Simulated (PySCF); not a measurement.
Species: C7H4F5N.
SMILES with atom numbers: `[F:1][C:2]([F:3])([F:4])[C:5]([F:6])([F:7])[c:8]1[cH:9][cH:10][n:11][cH:12][cH:13]1`

Geometry (PBE0-D3(BJ)/def2-SVP, Å), atoms numbered from 1 in this order:
```xyz
17
C7H4F5N angstrom
F     -1.904   -1.669    0.756
C     -2.266   -0.438    0.412
F     -3.527   -0.460    0.011
F     -2.169    0.347    1.479
C     -1.350    0.086   -0.716
F     -1.797    1.313   -1.041
F     -1.533   -0.725   -1.775
C      0.099    0.128   -0.315
C      0.919   -0.978   -0.520
C      2.247   -0.894   -0.103
N      2.766    0.182    0.481
C      1.972    1.231    0.673
C      0.630    1.261    0.297
H      0.537   -1.881   -0.999
H      2.922   -1.743   -0.254
H      2.423    2.106    1.155
H      0.016    2.145    0.471
```

Probes without a nucleus sit at each ring's centroid and 1 Å off its mean plane on both sides; NICS is minus the shielding there, NICSzz its component along the normal. Level: GIAO PBE0/pcSseg-1 (PySCF, non-relativistic, gas phase) on the PBE0-D3(BJ)/def2-SVP geometry, one conformer.

Ring bond lengths (Å), with Mayer bond orders in brackets: C8–C9 1.393 (1.38), C9–C10 1.394 (1.39), C10–N11 1.330 (1.48), N11–C12 1.330 (1.48), C12–C13 1.394 (1.39), C13–C8 1.393 (1.38).

Question: Give the NICS values of each ring in ppm.

Answer: 
```json
{"ring": "C8–C9–C10–N11–C12–C13", "type": "6-membered ring with N; formal bonds all aromatic", "NICS(0)": "-7.9", "NICS(1), two faces": "-11.5 / -11.6", "NICS(1)zz, two faces": "-28.5 / -29.0", "rms pucker (Å)": "0.00", "centre to ring atoms, mean (Å)": "1.37"}
```

Question: What can be read from them?

Answer: 
- C8–C9–C10–N11–C12–C13: mean NICS(1)zz -28.8 ppm, shielded. The ring is flat and has no four-coordinate atom; by the NICS criterion it is aromatic.

Question: What does the geometric index give? Use HOMA with the parameters of Krygowski (1993).

Answer: 
- C8–C9–C10–N11–C12–C13: HOMA 0.99; the largest term is that of C12–C13, α(R − Ropt)² = 0.01. The geometric and the magnetic index point the same way.

Question: At the first NICS(1) probe listed for ring C8–C9–C10–N11–C12–C13, 1 Å off the ring, what do the in-plane components average?

Answer: The isotropic value is a third of the trace: (3 × -11.5 − (-28.5))/2 = -3.0 ppm.

Question: Give the inner angles of the rings and the Hirshfeld charges of the ring atoms.

Answer: 
- C8–C9–C10–N11–C12–C13: C8 119.1° (-0.027 e), C9 118.0° (-0.052 e), C10 123.5° (+0.026 e), N11 118.0° (-0.152 e), C12 123.5° (+0.026 e), C13 118.0° (-0.052 e); sum 720.0° against 720° for a flat convex ring.

Question: What are the shieldings of the ring atoms and their hydrogens in the same run (means over atoms taken as equivalent)?

Answer: 
```json
{"atoms": "C8", "environment": "substituted aromatic carbon", "σ isotropic (ppm)": "41.1", "principal values of the symmetric part, first atom (ppm)": "-57.8, 19.1, 161.9"}
{"atoms": "C9 (×2)", "environment": "aromatic CH carbon", "σ isotropic (ppm)": "58.0", "principal values of the symmetric part, first atom (ppm)": "-51.8, 47.2, 178.6"}
{"atoms": "C10 (×2)", "environment": "aromatic CH next to a ring nitrogen", "σ isotropic (ppm)": "28.1", "principal values of the symmetric part, first atom (ppm)": "-82.5, 21.0, 145.8"}
{"atoms": "N11", "environment": "pyridine-type nitrogen", "σ isotropic (ppm)": "-108.7", "principal values of the symmetric part, first atom (ppm)": "-449.4, -183.2, 306.4"}
{"atoms": "H14 (×2)", "environment": "aromatic hydrogen", "σ isotropic (ppm)": "23.72", "principal values of the symmetric part, first atom (ppm)": "20.1, 21.2, 29.8"}
{"atoms": "H15 (×2)", "environment": "aromatic hydrogen", "σ isotropic (ppm)": "22.22", "principal values of the symmetric part, first atom (ppm)": "18.1, 21.6, 26.9"}
```

Question: How do the values depend on the level or the medium?

Answer: 
| level | NICS(0), C8–C9–C10–N11–C12–C13 | mean NICS(1)zz, C8–C9–C10–N11–C12–C13 |
| --- | --- | --- |
| PBE0/pcSseg-1, gas | -7.9 | -28.8 |
| wB97X-D/pcSseg-2, gas | -7.6 | -29.1 |

The geometry is the same throughout.
